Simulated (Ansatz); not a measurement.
This geometry of CH$_{5}$NOSi (9 atoms, charge 0, multiplicity 1) is a first-order saddle point.

Method: RKS LDA/def2-SVP (Ansatz 0.2.0).

```xyz
9
Properties=species:S:1:pos:R:3
O -1.596 -0.870 1.031
Si -0.690 -0.181 -0.169
C 0.938 0.680 0.026
N 0.902 -0.738 -0.361
H -2.043 -0.263 1.647
H -1.534 0.116 -1.368
H 1.391 0.908 1.016
H 1.225 1.434 -0.743
H 1.496 -1.133 -1.094
```

**Question.** Which two structures does it join? (They come from a converged band through this point; their orientation in space is the band's.)

**Answer.** No bond is made or broken. The dihedral H5–O1–Si2–C3 goes from -33 to 138°.

First end point:

```xyz
9
Properties=species:S:1:pos:R:3
O -1.928 -0.434 0.787
Si -0.748 -0.024 -0.294
C 0.924 0.696 0.040
N 0.779 -0.753 -0.205
H -1.606 -0.763 1.647
H -1.474 0.246 -1.568
H 1.286 0.993 1.049
H 1.396 1.315 -0.758
H 1.459 -1.322 -0.715
```

Last end point:

```xyz
9
Properties=species:S:1:pos:R:3
O -1.532 -0.655 1.169
Si -0.646 -0.112 -0.117
C 1.011 0.704 0.007
N 0.902 -0.731 -0.300
H -2.487 -0.465 1.137
H -1.556 0.157 -1.281
H 1.467 0.968 0.987
H 1.352 1.389 -0.805
H 1.576 -1.300 -0.814
```

**Question.** How far does it lie above each of them?

**Answer.** 12.0 kJ/mol above the first and 2.5 kJ/mol above the second. This is the barrier of this one path; another mechanism may lie lower.

Run time: 76 s on 1 thread of Arm Neoverse V2 (shared host), peak memory 0.27 GiB.
